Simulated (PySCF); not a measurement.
Si(F)(I)2(Me) (CH3FI2Si), SMILES C[Si](I)(I)F. Coordinates come from a B3LYP-D3(BJ)/def2-SVP optimisation. The def2 effective core potentials stand for the cores of I; spin–orbit coupling is left out.

Computed equilibrium geometry at B3LYP-D3(BJ)/def2-SVP (PySCF confirms it by a frequency run) as bond lengths and angles, and its point group:
point group Cs.
Atoms: C1 Si2 F3 I4 I5 H6 H7 H8. Bonds (Å): C1–Si2 1.858, C1–H6 1.101, C1–H7 1.100, C1–H8 1.101, Si2–F3 1.623, Si2–I4 2.454, Si2–I5 2.454. Bond angles (°): Si2–C1–H6 109.7, Si2–C1–H7 110.3, Si2–C1–H8 109.7, H6–C1–H7 109.0, H6–C1–H8 109.2, H7–C1–H8 109.0, C1–Si2–F3 109.2, C1–Si2–I4 111.1, C1–Si2–I5 111.1, F3–Si2–I4 107.2, F3–Si2–I5 107.2, I4–Si2–I5 110.9.
Charge 0, spin multiplicity 1.
